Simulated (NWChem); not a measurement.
Molecule: CHBrCl$_{2}$; SMILES ClC(Cl)Br

```xyz
5

Cl    -0.0788     1.3121    -1.4569
C      0.4793     0.4958     0.0000
Cl    -0.0788     1.3121     1.4569
Br    -0.0340    -1.3732     0.0000
H      1.5735     0.5123     0.0000
```
Atoms are numbered in this order, from 1.

All runs use the structure optimised with PBE0/def2-SVP.

Spin-orbit effects, on the heavy nuclei and on their neighbours, are missing.

Task: Give the principal values of the shielding tensors (ppm) of Cl1, C2, Br4 from PBE0/pcSseg-1, GIAO (NWChem), with their diamagnetic and paramagnetic parts as GIAO splits them.

Result: 
```json
[
 {"atom": "Cl1", "σ11": "182.6", "σ22": "497.5", "σ33": "948.6", "isotropic": "542.9", "diamagnetic": "1145.4", "paramagnetic": "-602.5"},
 {"atom": "C2", "σ11": "41.6", "σ22": "105.9", "σ33": "106.4", "isotropic": "84.6", "diamagnetic": "248.1", "paramagnetic": "-163.5"},
 {"atom": "Br4", "σ11": "552.0", "σ22": "1263.6", "σ33": "2836.3", "isotropic": "1550.6", "diamagnetic": "3120.9", "paramagnetic": "-1570.2"}
]
```
